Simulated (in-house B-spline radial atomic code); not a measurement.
Ionisation energies along the 22-electron series, configuration [Ar] 3d4, as differences of self-consistent energies. Dirac energy differences include first-order Breit, QED and recoil terms. NIST's values go from ground level to ground level; the uncertainty of those that are theory runs from under 0.1 % in few-electron ions to several per cent in heavy many-electron ones. Computed with a B-spline radial code for spherical atoms: Dirac-Hartree-Fock, average of the configuration, finite nuclei.

```json
{"ion": "Br13+", "configuration after": "[Ar] 3d3", "ionisation energy (eV)": "432.3", "IE/(q+1)² (eV)": "2.2055", "Breit and QED recoil part (eV)": "-0.038703", "tabulated value (eV)": "436", "tabulated kind": "tabulated theory", "computed minus tabulated (eV)": "-3.7"}
{"ion": "Kr14+", "configuration after": "[Ar] 3d3", "ionisation energy (eV)": "487.8", "IE/(q+1)² (eV)": "2.1681", "Breit and QED recoil part (eV)": "-0.052965", "tabulated value (eV)": "492", "tabulated kind": "tabulated theory", "computed minus tabulated (eV)": "-4.2"}
{"ion": "Rb15+", "configuration after": "[Ar] 3d3", "ionisation energy (eV)": "546.5", "IE/(q+1)² (eV)": "2.1346", "Breit and QED recoil part (eV)": "-0.069299", "tabulated value (eV)": "550", "tabulated kind": "tabulated theory", "computed minus tabulated (eV)": "-3.5"}
{"ion": "Sr16+", "configuration after": "[Ar] 3d3", "ionisation energy (eV)": "608.2", "IE/(q+1)² (eV)": "2.1044", "Breit and QED recoil part (eV)": "-0.087794", "tabulated value (eV)": "612", "tabulated kind": "tabulated theory", "computed minus tabulated (eV)": "-3.8"}
{"ion": "Zr18+", "configuration after": "[Ar] 3d3", "ionisation energy (eV)": "740.8", "IE/(q+1)² (eV)": "2.0521", "Breit and QED recoil part (eV)": "-0.13175", "tabulated value (eV)": "745", "tabulated kind": "tabulated theory", "computed minus tabulated (eV)": "-4.2"}
{"ion": "Nb19+", "configuration after": "[Ar] 3d3", "ionisation energy (eV)": "811.7", "IE/(q+1)² (eV)": "2.0293", "Breit and QED recoil part (eV)": "-0.15741", "tabulated value (eV)": "816", "tabulated kind": "tabulated theory", "computed minus tabulated (eV)": "-4.3"}
{"ion": "Mo20+", "configuration after": "[Ar] 3d3", "ionisation energy (eV)": "885.7", "IE/(q+1)² (eV)": "2.0083", "Breit and QED recoil part (eV)": "-0.18566", "tabulated value (eV)": "890", "tabulated kind": "tabulated theory", "computed minus tabulated (eV)": "-4.3"}
{"ion": "Tc21+", "configuration after": "[Ar] 3d3", "ionisation energy (eV)": "962.7", "IE/(q+1)² (eV)": "1.989", "Breit and QED recoil part (eV)": "-0.21668", "tabulated value (eV)": "968", "tabulated kind": "tabulated theory", "computed minus tabulated (eV)": "-5.3"}
{"ion": "Ru22+", "configuration after": "[Ar] 3d3", "ionisation energy (eV)": "1042.8", "IE/(q+1)² (eV)": "1.9712", "Breit and QED recoil part (eV)": "-0.25049", "tabulated value (eV)": "1048", "tabulated kind": "tabulated theory", "computed minus tabulated (eV)": "-5.2"}
{"ion": "Rh23+", "configuration after": "[Ar] 3d3", "ionisation energy (eV)": "1125.9", "IE/(q+1)² (eV)": "1.9547", "Breit and QED recoil part (eV)": "-0.28727", "tabulated value (eV)": "1131", "tabulated kind": "tabulated theory", "computed minus tabulated (eV)": "-5.1"}
{"ion": "Pd24+", "configuration after": "[Ar] 3d3", "ionisation energy (eV)": "1212.1", "IE/(q+1)² (eV)": "1.9394", "Breit and QED recoil part (eV)": "-0.32709", "tabulated value (eV)": "1218", "tabulated kind": "tabulated theory", "computed minus tabulated (eV)": "-5.9"}
{"ion": "Ag25+", "configuration after": "[Ar] 3d3", "ionisation energy (eV)": "1301.4", "IE/(q+1)² (eV)": "1.9252", "Breit and QED recoil part (eV)": "-0.3701", "tabulated value (eV)": "1308", "tabulated kind": "tabulated theory", "computed minus tabulated (eV)": "-6.6"}
{"ion": "Cd26+", "configuration after": "[Ar] 3d3", "ionisation energy (eV)": "1393.7", "IE/(q+1)² (eV)": "1.9118", "Breit and QED recoil part (eV)": "-0.41634", "tabulated value (eV)": "1401", "tabulated kind": "tabulated theory", "computed minus tabulated (eV)": "-7.3"}
{"ion": "In27+", "configuration after": "[Ar] 3d3", "ionisation energy (eV)": "1489.1", "IE/(q+1)² (eV)": "1.8994", "Breit and QED recoil part (eV)": "-0.46603", "tabulated value (eV)": "1496", "tabulated kind": "tabulated theory", "computed minus tabulated (eV)": "-6.9"}
{"ion": "Sn28+", "configuration after": "[Ar] 3d3", "ionisation energy (eV)": "1587.6", "IE/(q+1)² (eV)": "1.8877", "Breit and QED recoil part (eV)": "-0.5192", "tabulated value (eV)": "1596", "tabulated kind": "tabulated theory", "computed minus tabulated (eV)": "-8.4"}
{"ion": "Sb29+", "configuration after": "[Ar] 3d3", "ionisation energy (eV)": "1689.1", "IE/(q+1)² (eV)": "1.8768", "Breit and QED recoil part (eV)": "-0.57603", "tabulated value (eV)": "1698", "tabulated kind": "tabulated theory", "computed minus tabulated (eV)": "-8.9"}
{"ion": "Te30+", "configuration after": "[Ar] 3d3", "ionisation energy (eV)": "1793.7", "IE/(q+1)² (eV)": "1.8665", "Breit and QED recoil part (eV)": "-0.63654", "tabulated value (eV)": "1803", "tabulated kind": "tabulated theory", "computed minus tabulated (eV)": "-9.3"}
{"ion": "I31+", "configuration after": "[Ar] 3d3", "ionisation energy (eV)": "1901.3", "IE/(q+1)² (eV)": "1.8568", "Breit and QED recoil part (eV)": "-0.701", "tabulated value (eV)": "1911", "tabulated kind": "tabulated theory", "computed minus tabulated (eV)": "-9.7"}
{"ion": "Xe32+", "configuration after": "[Ar] 3d3", "ionisation energy (eV)": "2012.0", "IE/(q+1)² (eV)": "1.8476", "Breit and QED recoil part (eV)": "-0.76937", "tabulated value (eV)": "2023", "tabulated kind": "tabulated theory", "computed minus tabulated (eV)": "-11.0"}
{"ion": "Cs33+", "configuration after": "[Ar] 3d3", "ionisation energy (eV)": "2125.8", "IE/(q+1)² (eV)": "1.839", "Breit and QED recoil part (eV)": "-0.84187", "tabulated value (eV)": "2137", "tabulated kind": "tabulated theory", "computed minus tabulated (eV)": "-11.2"}
```

Where a p, d or f electron is removed, the computed value is a mean over both j, so it misses the tabulated one by a part of the spin-orbit splitting; averaging over terms and missing correlation add to the gap, relatively most at low charge.
